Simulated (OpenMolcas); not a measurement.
**Mn5+, Tc5+, Re5+: d2 down the group**

```
Program             : OpenMolcas 26.06
Method              : CASSCF
Basis               : ANO-RCC-VTZP
Scalar Hamiltonian  : DKH2, point nucleus
Spin-orbit coupling : state interaction with AMFI integrals over the reference wave functions, term energies averaged over their components
```

Active space for each ion: 2 electrons in 5 orbitals (d).

Computed levels in cm-1 above 3F2:

| Level | Mn5+ | Tc5+ | Re5+ |
| --- | --- | --- | --- |
| 3F3 | 751 | 2038 | 8014 |
| 3F4 | 1705 | 4362 | 14842 |
| 1D2 | 18850 | 14363 | 18681 |
| 3P0 | 21888 | 15389 | 16502 |
| 3P1 | 22158 | 16238 | 21110 |
| 3P2 | 22767 | 18417 | 30063 |
| 1G4 | 28947 | 21815 | 29026 |
| 1S0 | 70291 | 50775 | 57173 |
| weight of 3F in the lowest level (%) | 100 | 98 | 91 |

Mixed levels, with the weight of the term that names them: Tc5+ 1D2 (75 %), Re5+ 1D2 (51 %), Re5+ 3P2 (58 %).

Measured, with the error of the calculation in %. Measured levels: Mn5+ from Corliss and Sugar, J. Phys. Chem. Ref. Data 6, 1253 (1977).

```tsv
Level	Mn5+
3F3	746 (+0.7)
3F4	1669 (+2.1)
1D2	15336 (+22.9)
3P0	17782 (+23.1)
3P1	18057 (+22.7)
3P2	18628 (+22.2)
1G4	25511 (+13.5)
```

The fine-structure level 3F4 changes by a factor of 8.7 from Mn5+ to Re5+.

Without spin-orbit coupling 1D lies 17957, 12465, 11607 cm-1 above 3F in that order; the difference to the level 1D2, of either sign, comes from spin-orbit coupling, which also lowers the zero.

Without dynamic correlation excited terms often stand tens of per cent too high (terms of higher spin than the ground term too low), and those without a measured partner can miss by more than the paired ones. Terms from blocks run as CI alone lack orbitals of their own. Measured partners are found by configuration, term and J. A level has none where our copy of the source lacks it or the pairing is in doubt (some pairs that miss far off the trend of their configuration count as doubtful), and it then counts in no deviation. Levels of configurations outside the active space are missing.
